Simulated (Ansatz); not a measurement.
Molecule: sum formula YOH, charge 0, multiplicity 1. 
Geometry from a B3LYP-D3(BJ)/def2-TZVP (Ansatz, an electronic-structure program) optimisation:
```
O
H 1 0.9565
Y 1 1.9531 2 180.00
```
Charge 0, spin multiplicity 1.

Total electronic energies in hartree. Correlated levels leave the core frozen unless marked. No spin-orbit coupling. The frozen core is the preceding noble-gas configuration, with the filled d and f shells of earlier blocks. Past Kr the def2 sets carry scalar-relativistic core potentials. CBS(X,Y): correlation extrapolated as X^-3; Hartree-Fock from the larger set. [CCSD(T)-MP2]/basis is that difference in the basis named.

The Hartree-Fock reference is unstable (checked in the largest basis), which strains HF and MP2. 

```csv
level,program,energy (Eh)
B3LYP-D4/def2-TZVPD,Ansatz + dftd4,-114.21590
B3LYP/def2-TZVPD,Ansatz,-114.21214
PBE0/def2-TZVP,Ansatz,-114.09724
BHLYP-D4/def2-TZVPD,Ansatz + dftd4,-114.08767
wB97M-V/def2-TZVPD,Ansatz,-114.09867
MP2/def2-SVP,Ansatz,-113.52553
MP2/def2-TZVPP,Ansatz,-113.69573
"RI-MP2/CBS(def2-TZVPP,def2-QZVPP)+[CCSD(T)-MP2]/def2-SVP",Ansatz,-113.7572
"CCSD(T)/CBS(def2-TZVPPD,def2-QZVPPD)",Ansatz,-113.7564
```

Totals of different functionals don't rank their quality; only differences between species are comparable.
